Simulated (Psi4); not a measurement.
Cl$_{3}$In (SMILES [Cl][In]([Cl])[Cl]), singlet, at a GFN2-xTB geometry (such geometries of metal compounds can be far from the true shape) (core potentials on In); Psi4 with PBE/def2-SVP.

Input for Psi4:
```
memory 2 GB

molecule mol {
0 1
  In   -0.000000   -0.000000    0.000000
  Cl    2.244496   -0.203900   -0.440003
  Cl   -0.903256   -1.011513    1.853081
  Cl   -1.341240    1.215412   -1.413078
}

set basis def2-svp
set reference rks

energy('pbe')
print_variables()
```

It wrote (shortened):

```
   => Loading Basis Set <=

    Name: DEF2-SVP
    Role: ORBITAL
    Keyword: BASIS

    !!!  WARNING: ECP capability is in beta. Please check occupations closely.  !!!

         ---------------------------------------------------------
                                   SCF
               by Justin Turney, Rob Parrish, Andy Simmonett
                          and Daniel G. A. Smith
                              RKS Reference
         ---------------------------------------------------------

  ==> Geometry <==

    Molecular point group: c1
    Full point group: C1

    Geometry (in Angstrom), charge = 0, multiplicity = 1:

       Center              X                  Y                   Z               Mass
    ------------   -----------------  -----------------  -----------------  -----------------
         IN           0.000000000000     0.000000159086     0.000000000000   114.903878776000
         CL           2.244496000000    -0.203899840914    -0.440003000000    34.968852682000
         CL          -0.903256000000    -1.011512840914     1.853081000000    34.968852682000
         CL          -1.341240000000     1.215412159086    -1.413078000000    34.968852682000

  Running in c1 symmetry.

  Rotational constants: A =      0.06095  B =      0.06095  C =      0.03047 [cm^-1]
  Rotational constants: A =   1827.22433  B =   1827.22319  C =    913.61188 [MHz]
  Nuclear repulsion =  362.164959569123653

  Charge       = 0
  Multiplicity = 1
  Electrons    = 72
  Nalpha       = 36
  Nbeta        = 36

  ==> Algorithm <==

  SCF Algorithm Type is DF.
  DIIS enabled.
  MOM disabled.
  Fractional occupation disabled.
  Guess Type is SAD.
  Energy threshold   = 1.00e-06
  Density threshold  = 1.00e-06
  Integral threshold = 1.00e-12

  ==> Primary Basis <==

  Basis Set: DEF2-SVP
    Blend: DEF2-SVP
    Number of shells: 34
    Number of basis functions: 80
    Number of Cartesian functions: 85
    Spherical Harmonics?: true
    Max angular momentum: 2

  Core potential: DEF2-SVP
    Number of shells: 4
    Number of ECP primitives: 18
    Number of ECP core electrons: 28
    Max angular momentum: 3

  ==> DFT Potential <==

   => LibXC <=

    Version 7.1.2
    S. Lehtola, C. Steigemann, M. J. T. Oliveira, and M. A. L. Marques,  SoftwareX 7, 1–5 (2018) (10.1016/j.softx.2017.11.002)

   => Composite Functional: PBE <=

    PBE GGA Exchange-Correlation Functional

    J.P. Perdew et. al., Phys. Rev. Lett., 77(18), 3865-3868, 1996

    Deriv               =              1
    GGA                 =           TRUE
    Meta                =          FALSE

    Exchange Hybrid     =          FALSE
    MP2 Hybrid          =          FALSE

   => Exchange Functionals <=

    1.0000     XC_GGA_X_PBE

   => Correlation Functionals <=

    1.0000     XC_GGA_C_PBE

   => LibXC Density Thresholds  <==

    XC_GGA_C_PBE:  1.00E-12
    XC_GGA_X_PBE:  1.00E-15

   => Molecular Quadrature <=

    Radial Scheme          =       TREUTLER
    Pruning Scheme         =           NONE
    Nuclear Scheme         =       TREUTLER

    Blocking Scheme        =         OCTREE
    BS radius alpha        =              1
    Pruning alpha          =              1
    Radial Points          =             75
    Spherical Points       =            302
    Total Points           =          85667
    Total Blocks           =            759
    Max Points             =            256
    Max Functions          =             73
    Weights Tolerance      =       1.00E-15

   => Loading Basis Set <=

    Name: (DEF2-SVP AUX)
    Role: JKFIT
    Keyword: DF_BASIS_SCF

  ==> Integral Setup <==

  SCF_SUBTYPE=INCORE selected. In-core MEM_DF algorithm will be used.
  Using in-core AOs.

  ==> MemDFJK: Density-Fitted J/K Matrices <==

    J tasked:                   Yes
    K tasked:                    No
    wK tasked:                   No
    Algorithm:                 Core
    Schwarz Cutoff:           1E-12
    Mask sparsity (%):       6.8750
    Fitting Condition:        1E-10

   => Auxiliary Basis Set <=

  Basis Set: (DEF2-SVP AUX)
    Blend: DEF2-UNIVERSAL-JKFIT
    Number of shells: 160
    Number of basis functions: 602
    Number of Cartesian functions: 774
    Spherical Harmonics?: true
    Max angular momentum: 5

  Minimum eigenvalue in the overlap matrix is 3.1883266523E-02.
  Reciprocal condition number of the overlap matrix is 9.4420904629E-03.
    Using symmetric orthogonalization.

  ==> Pre-Iterations <==

  SCF Guess: Superposition of Atomic Densities via on-the-fly atomic UHF (no occupation information).

   -------------------------
    Irrep   Nso     Nmo
   -------------------------
     A         80      80
   -------------------------
    Total      80      80
   -------------------------

  ==> Iterations <==

                           Total Energy        Delta E     RMS |[F,P]|

   @DF-RKS iter SAD: -1569.02607093774259   -1.56903e+03   0.00000e+00
   @DF-RKS iter   1: -1569.79276783409841   -7.66697e-01   5.20957e-03 ADIIS/DIIS
   @DF-RKS iter   2: -1569.81446968403293   -2.17018e-02   4.50790e-03 ADIIS/DIIS
   @DF-RKS iter   3: -1569.87597651817305   -6.15068e-02   4.37783e-04 ADIIS/DIIS
   @DF-RKS iter   4: -1569.87675245111268   -7.75933e-04   1.31939e-04 ADIIS/DIIS
   @DF-RKS iter   5: -1569.87682865078204   -7.61997e-05   2.32077e-05 DIIS
   @DF-RKS iter   6: -1569.87683023133991   -1.58056e-06   2.54976e-06 DIIS
   @DF-RKS iter   7: -1569.87683023551062   -4.17072e-09   1.81733e-06 DIIS
   @DF-RKS iter   8: -1569.87683025025012   -1.47395e-08   6.36620e-08 DIIS
  Energy and wave function converged.

  ==> Post-Iterations <==

   Electrons on quadrature grid:
      Ntotal   =   72.0000127348 ; deviation = 1.273e-05

    Orbital Energies [Eh]
    ---------------------

    Doubly Occupied:

       1A   -100.649075     2A   -100.649057     3A   -100.649038
       4A     -9.183926     5A     -9.183912     6A     -9.183892
       7A     -7.012909     8A     -7.012900     9A     -7.012835
      10A     -7.005251    11A     -7.005241    12A     -7.005236
      13A     -7.004417    14A     -7.004409    15A     -7.004395
      16A     -4.549252    17A     -2.995176    18A     -2.988460
      19A     -2.988458    20A     -0.786276    21A     -0.786274
      22A     -0.786252    23A     -0.756837    24A     -0.756830
      25A     -0.726342    26A     -0.711317    27A     -0.711315
      28A     -0.425673    29A     -0.345872    30A     -0.345869
      31A     -0.312100    32A     -0.292239    33A     -0.292233
      34A     -0.291911    35A     -0.291910    36A     -0.286115

    Virtual:

      37A     -0.133438    38A     -0.087046    39A      0.018176
      40A      0.018177    41A      0.082232    42A      0.123672
      43A      0.133893    44A      0.133897    45A      0.258488
      46A      0.258491    47A      0.330277    48A      0.356073
      49A      0.356073    50A      0.549757    51A      0.549762
      52A      0.587429    53A      0.682151    54A      0.704013
      55A      0.704055    56A      0.706222    57A      0.706234
      58A      0.707105    59A      0.710497    60A      0.713190
      61A      0.728944    62A      0.728961    63A      0.743817
      64A      0.747494    65A      0.747531    66A      0.829802
      67A      0.836916    68A      0.836927    69A      0.898959
      70A      0.898984    71A      0.901486    72A      1.016690
      73A      1.016698    74A      1.159642    75A      1.197399
      76A      1.197400    77A     15.690799    78A     16.705248
      79A     16.705255    80A     60.931038

    Final Occupation by Irrep:
              A
    DOCC [    36 ]
    NA   [    36 ]
    NB   [    36 ]

  @DF-RKS Final Energy: -1569.87683025025012

   => Energetics <=

    Nuclear Repulsion Energy =            362.1649595691236527
    One-Electron Energy =               -2962.8674903278079000
    Two-Electron Energy =                1131.8011058868582950
    DFT Exchange-Correlation Energy =    -100.9754053784241847
    Empirical Dispersion Energy =           0.0000000000000000
    VV10 Nonlocal Energy =                  0.0000000000000000
    Total Energy =                      -1569.8768302502501228

Computation Completed

Properties will be evaluated at   0.000000,   0.000000,   0.000000 [a0]

Properties computed using the SCF density matrix

 Multipole Moments:

 ------------------------------------------------------------------------------------
     Multipole            Electronic (a.u.)      Nuclear  (a.u.)        Total (a.u.)
 ------------------------------------------------------------------------------------

 L = 1.  Multiply by 2.5417464519 to convert [e a0] to [Debye]
 Dipole X            :          0.0000933            0.0000000            0.0000933
 Dipole Y            :         -0.0000060           -0.0000105           -0.0000165
 Dipole Z            :         -0.0000037            0.0000000           -0.0000037
 Magnitude           :                                                    0.0000948

 ------------------------------------------------------------------------------------

  Variable Map:
  ----------------------------------------------------------------------------
  "CURRENT ENERGY"              =>   -1569.876830250250
  "CURRENT REFERENCE ENERGY"    =>   -1569.876830250250
  "DD SOLVATION ENERGY"         =>       0.000000000000
  "DFT FUNCTIONAL TOTAL ENERGY" =>   -1569.876830250250
  "DFT TOTAL ENERGY"            =>   -1569.876830250250
  "DFT VV10 ENERGY"             =>       0.000000000000
  "DFT XC ENERGY"               =>    -100.975405378424
  "GRID ELECTRONS ALPHA"        =>      36.000006367375
  "GRID ELECTRONS BETA"         =>      36.000006367375
  "GRID ELECTRONS TOTAL"        =>      72.000012734751
  "NUCLEAR REPULSION ENERGY"    =>     362.164959569124
  "ONE-ELECTRON ENERGY"         =>   -2962.867490327808
  "PCM POLARIZATION ENERGY"     =>       0.000000000000
  "PE ENERGY"                   =>       0.000000000000
  "SCF ITERATION ENERGY"        =>   -1569.876830250250
  "SCF ITERATIONS"              =>       8.000000000000
  "SCF TOTAL ENERGY"            =>   -1569.876830250250
  "TWO-ELECTRON ENERGY"         =>    1131.801105886858
  "XC GRID RADIAL POINTS"       =>      75.000000000000
  "XC GRID SPHERICAL POINTS"    =>     302.000000000000
  "XC GRID TOTAL POINTS"        =>   85667.000000000000

  Array Variable Map:
  ----------------------------------------------------------------------------
  "CURRENT DIPOLE"              =>       0.000093285141 ... -0.000003748382 1 by 3
  "SCF DIPOLE"                  =>       0.000093285141 ... -0.000003748382 1 by 3
  "SCF TOTAL ENERGIES"          =>   -1569.026070937743 ... -1569.876830250250 1 by 9
```
